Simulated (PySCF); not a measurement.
C₂H₅NOSi, SMILES N#CC[SiH2]O. Atoms are numbered in the order given.

```xyz
10

N     -0.3326    -2.8634     0.0000
C      0.1976    -1.8321     0.0000
C      0.8017    -0.5104     0.0000
Si    -0.5041     0.8685     0.0000
O      0.4071     2.2641     0.0000
H      1.4444    -0.3881    -0.8878
H      1.4444    -0.3881     0.8878
H     -1.3545     0.7442     1.2168
H     -1.3545     0.7442    -1.2168
H     -0.0470     3.1144     0.0000
```
Charge 0, spin multiplicity 1.

Geometry optimised at B3LYP-D3(BJ)/def2-SVP. The structure was generated by enumeration, and PubChem lists no compound with its InChIKey, so it may never have been made. One conformer was computed; it need not be the lowest.

Calculation: PySCF 2.14.0 with TDDFT-B3LYP/def2-SVPD.

Vertical excitations. Gas-phase values at a fixed geometry. State labels are in the subgroup Cs.

Computed excitation energies, oscillator strengths and character:
```csv
state,symmetry,energy (eV),λ (nm),f,main pairs
S1,A",7.11,174,0.003,HOMO−1→LUMO 98 %
S2,A',7.16,173,0.001,HOMO→LUMO 94 %
S3,A",7.41,167,0.001,HOMO→LUMO+3 73 %
S4,A",7.62,163,0.001,"HOMO−2→LUMO 59 %, HOMO→LUMO+3 20 %, HOMO−2→LUMO+2 16 %"
S5,A',7.78,159,0.001,HOMO→LUMO+1 79 %
S6,A',7.81,159,0.040,"HOMO→LUMO+2 45 %, HOMO−2→LUMO+3 27 %, HOMO→LUMO+1 19 %"
S7,A",8.03,154,0.010,HOMO−1→LUMO+1 91 %
S8,A",8.06,154,0.000,"HOMO−2→LUMO+2 57 %, HOMO−2→LUMO 25 %"
S9,A",8.28,150,0.002,HOMO−2→LUMO+1 95 %
S10,A',8.40,148,0.024,"HOMO−4→LUMO 64 %, HOMO−3→LUMO 28 %"
T1,A',6.19,200,0,"HOMO→LUMO+2 38 %, HOMO−2→LUMO+3 29 %, HOMO→LUMO 12 %"
T2,A',6.71,185,0,"HOMO−2→LUMO+3 59 %, HOMO→LUMO 16 %, HOMO→LUMO+2 15 %"
T3,A",6.71,185,0,"HOMO→LUMO+3 55 %, HOMO−2→LUMO+2 23 %"
T4,A",6.76,183,0,HOMO−1→LUMO 96 %
```
Triplets are in the Tamm–Dancoff approximation, which puts them higher than full response would, so one can lie above its singlet here.
